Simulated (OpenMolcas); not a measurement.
# Multiconfigurational calculation on Sb+

Input:

```
&GATEWAY
Coord
1

Sb 0.0 0.0 0.0
Basis=ANO-RCC
Group=XYZ
NoMove
AngMom=0.0 0.0 0.0
AMFI
&SEWARD
* reference wave functions (RASSCF and RASSI steps not shown): 4 electrons in 9 orbitals (RAS2 5s 5p; RAS3 5d, at most 2 electrons)
>>> COPY JOB001 $Project.JobIph
&CASPT2
Multistate=6 1 2 3 4 5 6
Frozen=9 9
IPEA=0.5
Imaginary=0.1
MaxIter=60
WThr=0.0 0.3 0.05
PrWF=0.5
NoMix
>>> COPY JOB002 $Project.JobIph
&CASPT2
Multistate=11 1 2 3 4 5 6 7 8 9 10 11
Frozen=9 9
IPEA=0.5
Imaginary=0.1
MaxIter=60
WThr=0.0 0.3 0.05
PrWF=0.5
NoMix
>>> COPY JOB003 $Project.JobIph
&CASPT2
Multistate=1 1
Frozen=9 9
IPEA=0.5
Imaginary=0.1
MaxIter=60
WThr=0.0 0.3 0.05
PrWF=0.5
NoMix
...
```

Output, cut to the results:

```
--- CASPT2 ---
Orbital specifications:
      -----------------------

      Symmetry species                           1   2
                                                ag  au
      Frozen orbitals                            9   9
      Inactive orbitals                          5   0
      Active orbitals                            6   3
      Secondary orbitals                        57  50
      Deleted orbitals                           0   0
      Number of basis functions                 77  62
Type of calculation                        MS-CASPT2
      Fock operator                              state-specific
      IPEA shift                                 0.50
      Real shift                                 0.00
      Imaginary shift                            0.10
      The input orbitals will be transformed to quasi-canonical
Reference energy:       -6476.2148639733
      E2 (Non-variational):      -0.4976903230
      Shift correction:          -0.0002182844
      E2 (Variational):          -0.4979086074
      Total energy:           -6476.7127725807
      Residual norm:              0.0000006606
      Reference weight:           0.92775
      Contributions to the CASPT2 correlation energy
      Active & Virtual Only:         -0.0280633667
      One Inactive Excited:          -0.1161803776
      Two Inactive Excited:          -0.3534465787
Reference energy:       -6476.2148639733
      E2 (Non-variational):      -0.4976991193
      Shift correction:          -0.0002184101
      E2 (Variational):          -0.4979175294
      Total energy:           -6476.7127815027
      Residual norm:              0.0000006594
      Reference weight:           0.92774
      Contributions to the CASPT2 correlation energy
      Active & Virtual Only:         -0.0280717072
      One Inactive Excited:          -0.1161808336
      Two Inactive Excited:          -0.3534465785
::    CASPT2 Root  1     Total energy:  -6476.71277258
::    CASPT2 Root  2     Total energy:  -6476.71278150
::    CASPT2 Root  3     Total energy:  -6476.71277516
::    CASPT2 Root  4     Total energy:  -6476.11771636
::    CASPT2 Root  5     Total energy:  -6476.11765282
::    CASPT2 Root  6     Total energy:  -6476.11770698
::    MS-CASPT2 Root  1     Total energy:  -6476.71322163
::    MS-CASPT2 Root  2     Total energy:  -6476.71321533
::    MS-CASPT2 Root  3     Total energy:  -6476.71321271
::    MS-CASPT2 Root  4     Total energy:  -6476.11727624
::    MS-CASPT2 Root  5     Total energy:  -6476.11726681
::    MS-CASPT2 Root  6     Total energy:  -6476.11721268
--- CASPT2 ---
Orbital specifications:
      -----------------------

      Symmetry species                           1   2
                                                ag  au
      Frozen orbitals                            9   9
      Inactive orbitals                          5   0
      Active orbitals                            6   3
      Secondary orbitals                        57  50
      Deleted orbitals                           0   0
      Number of basis functions                 77  62
Type of calculation                        MS-CASPT2
      Fock operator                              state-specific
      IPEA shift                                 0.50
      Real shift                                 0.00
      Imaginary shift                            0.10
      The input orbitals will be transformed to quasi-canonical
Reference energy:       -6476.1769792313
      E2 (Non-variational):      -0.5028619282
      Shift correction:          -0.0003029908
      E2 (Variational):          -0.5031649191
      Total energy:           -6476.6801441504
      Residual norm:              0.0000001432
      Reference weight:           0.92224
      Contributions to the CASPT2 correlation energy
      Active & Virtual Only:         -0.0345369781
      One Inactive Excited:          -0.1148547765
      Two Inactive Excited:          -0.3534701736
Reference energy:       -6476.1769792313
      E2 (Non-variational):      -0.5027130261
      Shift correction:          -0.0002943487
      E2 (Variational):          -0.5030073748
      Total energy:           -6476.6799866061
      Residual norm:              0.0000001299
      Reference weight:           0.92253
      Contributions to the CASPT2 correlation energy
      Active & Virtual Only:         -0.0344014233
      One Inactive Excited:          -0.1148390892
      Two Inactive Excited:          -0.3534725136
::    CASPT2 Root  1     Total energy:  -6476.68014415
::    CASPT2 Root  2     Total energy:  -6476.67998661
::    CASPT2 Root  3     Total energy:  -6476.67994413
::    CASPT2 Root  4     Total energy:  -6476.67994371
::    CASPT2 Root  5     Total energy:  -6476.67995136
::    CASPT2 Root  6     Total energy:  -6476.62759538
::    CASPT2 Root  7     Total energy:  -6476.07760406
::    CASPT2 Root  8     Total energy:  -6476.07757740
::    CASPT2 Root  9     Total energy:  -6476.07757681
::    CASPT2 Root 10     Total energy:  -6476.07773474
::    CASPT2 Root 11     Total energy:  -6476.07768321
::    MS-CASPT2 Root  1     Total energy:  -6476.68078855
::    MS-CASPT2 Root  2     Total energy:  -6476.68063943
::    MS-CASPT2 Root  3     Total energy:  -6476.68054491
::    MS-CASPT2 Root  4     Total energy:  -6476.68051792
::    MS-CASPT2 Root  5     Total energy:  -6476.68045609
::    MS-CASPT2 Root  6     Total energy:  -6476.62757105
::    MS-CASPT2 Root  7     Total energy:  -6476.07727087
::    MS-CASPT2 Root  8     Total energy:  -6476.07718451
::    MS-CASPT2 Root  9     Total energy:  -6476.07699518
::    MS-CASPT2 Root 10     Total energy:  -6476.07698235
::    MS-CASPT2 Root 11     Total energy:  -6476.07679071
--- CASPT2 ---
Orbital specifications:
      -----------------------

      Symmetry species                           1   2
                                                ag  au
      Frozen orbitals                            9   9
...
```

Levels above the lowest, from the spin-orbit matrix with the single-state CASPT2 energies, averaged by term, on its diagonal:

```tsv
Configuration	Term	J	E (cm-1)	Measured (cm-1)	g	Term weight %
5s2 5p2	3P	0	0.0	0.0		96
5s2 5p2	3P	1	2630	3055	1.501	100
5s2 5p2	3P	2	5120	5658	1.442	88
5s2 5p2	1D	2	12340	12790	1.059	88
5s2 5p2	1S	0	23950	23906		96
5s 5p3	5S*	2	51470	51723	1.996	99
5s 5p3	3D*	1	66800	66292	0.540	95
5s 5p3	3D*	2	66860	66502	1.190	92
5s 5p3	3D*	3	67880	67888	1.334	100
```

Against the 8 measured excited levels shown (NIST Handbook of Basic Atomic Spectroscopic Data) the mean absolute deviation is 320 cm-1; the largest miss in energy is 5s2 5p2 3P2: computed 5120, measured 5658 cm-1 (-9.6 %), and the largest in proportion 5s2 5p2 3P1 (-13.9 %).

CASPT2 breaks the degeneracy within a term, and the mean is taken; among the terms shown or strongly mixed into the levels shown the widest spread is 44 cm-1 (5s2 5p2 1D). Over all roots computed the reference weight is 0.87 to 0.94; the roots of lowest weight are the least certain, and an intruder state may touch them. The run also gave levels led by 5s 5p2 5d, 5s2 5p 5d, which use shells meant for correlation; these and all levels above them are left out. Some terms mix strongly with configurations of 5d, whose occupation reaches 0.27 (5s 5p3 3D*). Measured partners are found by configuration, term and J. A level has none where our copy of the source lacks it or the pairing is in doubt (some pairs that miss far off the trend of their configuration count as doubtful), and it then counts in no deviation. Levels of configurations outside the active space are missing. The first state left out of the spin-orbit step lies near 98000 cm-1 above the lowest spin-free state of the reference (among the parities and spins computed), and the list stops at four fifths of that energy or lower.

The term weight is that of the spin-free term in the level, not the purity of its configuration. * marks odd parity.
